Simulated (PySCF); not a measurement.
# One molecule, several mistakes: BCGeH4O

All numbers below are calculated, not measured. They come from PySCF 2.14.0, an open-source quantum chemistry program, on an isolated molecule that a program drew, which may never have been made. The molecule is BCGeH4O (charge 0, doublet), drawn as the SMILES string `[BH][CH]=[GeH][OH]`.

Each row is a Hartree-Fock (HF) and frozen-core CCSD(T) single point in the cc-pVDZ basis, meant for a local HF minimum. Run 1 is clean. Each other run has one planted mistake out of seven kinds, and not every kind appears here: one electron removed, one electron added, multiplicity raised by two, geometry at a saddle point, minimal basis STO-3G, one bond length entered in bohr, all coordinates scaled. The reference is restricted for singlets and unrestricted otherwise, and also for a bond in bohr. Adding or removing an electron swaps singlet and doublet. Electrons count all cores. HOMO and LUMO are orbital energies over both spins, the gradient is its largest component, and the lowest frequency (negative if imaginary) is given only where the gradient is small. Bond lengths are over the 7 bonds as drawn. T1 is the CCSD diagnostic: over 0.02 (restricted) or 0.045 (unrestricted) a single reference is doubtful. Germanium has the cc-pVDZ-PP basis, with a core potential (ECP10MDF) in place of its 10 inner electrons, and its 3s, 3p and 3d shells are frozen in CCSD(T).

Geometry of the clean run:
```xyz
8
BCGeH4O, angstrom
B     1.1212   -1.7240   -1.0882
C    -0.0936   -2.0891   -0.5392
Ge   -0.0495   -2.3434    1.3669
O     1.6933   -2.0753    1.7205
H     2.1673   -1.4173   -1.5250
H    -1.0335   -2.2046   -1.0631
H    -0.4506   -3.7693    1.8301
H     1.9599   -2.1911    2.6204
```

| run | electrons | basis functions | <S^2> | HOMO (eV) | LUMO (eV) | gradient (hartree/bohr) | lowest frequency (cm^-1) | mean bond (Å) | longest bond (Å) | T1 | HF (hartree) | CCSD(T) (hartree) | mistake |
|---|---|---|---|---|---|---|---|---|---|---|---|---|---|
| 1 | 55 | 85 | 0.771 | -7.98 | 1.41 | 3.5e-05 | 94 | 1.4083 | 1.923 | 0.0191 | -433.06002 | -433.58586 | no fault |
| 2 | 55 | 85 | 1.587 | -8.27 | 1.30 | 3.2e-02 | - | 1.5576 | 2.219 | 0.0632 | -432.93116 | -433.45465 | one bond length entered in bohr |
| 3 | 54 | 85 | 0.000 | -15.05 | -6.33 | 6.0e-02 | - | 1.4083 | 1.923 | 0.0217 | -432.79360 | -433.32025 | one electron removed |
| 4 | 55 | 85 | 0.778 | -8.07 | 1.20 | 2.8e-02 | - | 1.4506 | 1.981 | 0.0209 | -433.05316 | -433.58560 | all coordinates scaled |
| 5 | 55 | 85 | 3.772 | -6.09 | -0.01 | 9.5e-02 | - | 1.4083 | 1.923 | 0.0202 | -432.96174 | -433.45639 | ? |
| 6 | 56 | 85 | 0.000 | -0.30 | 7.33 | 6.4e-02 | - | 1.4083 | 1.923 | 0.0265 | -433.03729 | -433.59472 | ? |

**Which mistake was planted in run 5, and what did it cost?**

Electrons, basis and geometry are unchanged, and <S^2> is 3.772, beside S(S+1) = 3.75 for a multiplicity of 4. So the mistake is: multiplicity raised by two. Subtracting run 1 and multiplying by 627.51 kcal/mol a hartree, the energy moved by 61.7 kcal/mol in HF and 81.2 kcal/mol in CCSD(T).

**Which mistake was planted in run 6, and what did it cost?**

It counts 56 electrons, one more than the clean run, at the same geometry and basis. So the mistake is: one electron added. Subtracting run 1 and multiplying by 627.51 kcal/mol a hartree, the energy moved by 14.3 kcal/mol in HF and -5.6 kcal/mol in CCSD(T).

Cautions from the logs. Run 2: T1 is over the limit, so its CCSD(T) energy is less reliable; run 3: T1 is over the limit, so its CCSD(T) energy is less reliable; run 6: T1 is over the limit, so its CCSD(T) energy is less reliable.
